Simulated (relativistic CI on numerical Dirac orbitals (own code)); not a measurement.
**Hf³⁺ (5d) in a crystal field**

Calculated by Dirac-Coulomb-Breit CI, orbitals from a KLI potential per configuration, model QED, valence Slater integrals scaled by 0.9, one configuration in a parametric crystal field (own radial code).

Field parameters in Wybourne normalisation: D4h B²₀ = −7Ds, B⁴₀ = 21(Dq − Dt), B⁴₄ = 21√(5/14) Dq. The field is a parameter set, without covalency.

S and J are read from ⟨S²⟩ = S(S + 1) and ⟨J²⟩ = J(J + 1) of each level; they are not fictitious spins.

D4h, 10Dq = 28400, Ds = -1500, Dt = -460 cm⁻¹, the lowest 5 levels:

```csv
E (cm⁻¹),Degeneracy,Irrep,S,J
0.0,2,Γ7,0.50,1.94
1795,2,Γ6,0.50,1.90
3828,2,Γ7,0.50,2.46
29016,2,Γ7,0.50,2.21
37291,2,Γ6,0.50,2.19
```

Principal g values of the ground doublet: 0.89, 0.97, 0.97.

D4h, 10Dq = 28400, Ds = -1090, Dt = -460 cm⁻¹, the lowest 5 levels:

```tsv
E (cm⁻¹)	Degeneracy	Irrep	S	J
0.0	2	Γ7	0.50	1.90
741	2	Γ6	0.50	1.89
2954	2	Γ7	0.50	2.49
29191	2	Γ7	0.50	2.21
35829	2	Γ6	0.50	2.20
```

Principal g values of the ground doublet: 0.37, 0.56, 0.56.

D4h, 10Dq = 28400, Ds = -680, Dt = -460 cm⁻¹, the lowest 5 levels:

```
E (cm⁻¹)  Degeneracy  Irrep     S     J
     0.0           2     Γ6  0.50  1.89
     148           2     Γ7  0.50  1.89
    2558           2     Γ7  0.50  2.50
   29679           2     Γ7  0.50  2.20
   34680           2     Γ6  0.50  2.20
```

Principal g values of the ground doublet: 0.00, 0.27, 0.27.

The free-ion ground term has S = 1/2. Every field shown keeps that spin.

Levels of this model without a field, named by their leading LS term: 2D_3/2 0, 2D_5/2 3930 cm⁻¹.
